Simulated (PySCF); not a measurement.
**What settings do to a single point of [TaOCl4]−**

The sound run of [TaOCl4]− (singlet) uses PySCF 2.14.0, RKS BP86, Ta def2-SVP with ECP60, O def2-SVP, Cl def2-SVP; non-relativistic Hamiltonian with scalar-relativistic core potentials where named; density fitting; no spin-orbit coupling, grid (50, 194), threshold 1e-8 Eh and 55 cycles, at the relaxed geometry:

```xyz
6

Ta    0.0000    0.0000    0.2347
O     0.0000    0.0000    1.9941
Cl    0.0000    0.0000   -2.3039
Cl    2.3675    0.0000    0.1079
Cl   -1.1838    2.0503    0.1079
Cl   -1.1838   -2.0503    0.1079
```

There Ta1 has a Mulliken charge of 0.58 e and the dipole about the centre of mass is 1.02 D. Each run below changes one thing and starts from free metal ions and neutral atoms unless it says otherwise; with 55 cycles, smearing, a level shift and second-order steps follow where DIIS fails, and their cycles count. Energy shifts count from the sound run.

| change | outcome | cycles | energy shift (eV) | largest force component (eV/Å) | charge on Ta1 (e) | dipole about the centre of mass (D) |
| --- | --- | --- | --- | --- | --- | --- |
| start from a density of up to 30 smeared cycles (not counted) | converged | 9 | 0.0000 | 0.01 | 0.58 | 1.02 |
| charge changed by +5, spin kept, limit 67 cycles | refused | – | – | – | – | – |
| grid (99, 590) | converged | 15 | -0.0038 | 0.03 | 0.58 | 1.02 |
| all coordinates × 1.05 | converged | 14 | 0.55 | 3.71 | 0.66 | 1.10 |

(1) How does the run with this change end: spin (2S) set to 1, limit 98 cycles?

Forces carry noise of the integration grid, about 0.01 to 0.03 eV/Å.

No frequency check is given that shows the relaxed geometry to be a minimum.

## Answers

(1) outcome refused.
